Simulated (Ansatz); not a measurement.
The cluster Tl₃Cl₃⁺, relaxed as a doublet with UKS PBE-D4/def2-SVP in Ansatz, starting from the GFN2-xTB geometry. Force threshold 0.02 eV/Å.

In the def2 sets Tl takes a core potential; there is no spin–orbit coupling. The structure comes from a short search, and lower isomers may exist.

Start:

```csv
atom,x (Å),y (Å),z (Å)
Tl1,-1.0051,-0.8724,-2.8570
Tl2,1.4935,-1.5065,0.8104
Tl3,-0.9937,1.9399,0.6769
Cl4,-1.3344,-0.9530,0.0533
Cl5,0.9387,0.7850,2.5200
Cl6,0.9012,0.6069,-1.2036
```

```
         step  energy (eV)  largest force component (eV/Å)  SCF passes
            1  -51627.3347                           0.468          77
            2  -51627.4441                           0.167          37
            3  -51627.4725                           0.208          33
            4  -51627.4822                           0.637          33
            5  -51627.5451                           0.375          27
            6  -51627.5691                           0.261          29
            7  -51627.6093                           0.084          23
            8  -51627.6203                           0.107          23
            9  -51627.6612                           0.218          27
10 (rejected)  -51627.6525                           0.387          25
           11  -51627.7154                           0.097          25
           12  -51627.7171                           0.087          22
           13  -51627.7196                           0.056          20
           14  -51627.7201                           0.010          22
```

Force components are those of the run's own axes.

End:

```xyz
6

Tl   -1.0309   -0.8067   -2.7905
Tl    1.5145   -1.4594    0.8798
Tl   -0.7382    1.5592    0.6015
Cl   -1.6064   -0.9919    0.1201
Cl    0.8488    0.8800    2.5585
Cl    1.0123    0.8188   -1.3694
```

By distances, no bond broke or formed. The bond that changes most is Tl3–Cl5, from 2.91 to 2.61 Å (atoms count from 1).

No frequencies were taken in this run, so the end may be a saddle point.

Hardware: 4 threads of Arm Neoverse V2 on a shared host. Wall time 41 s.
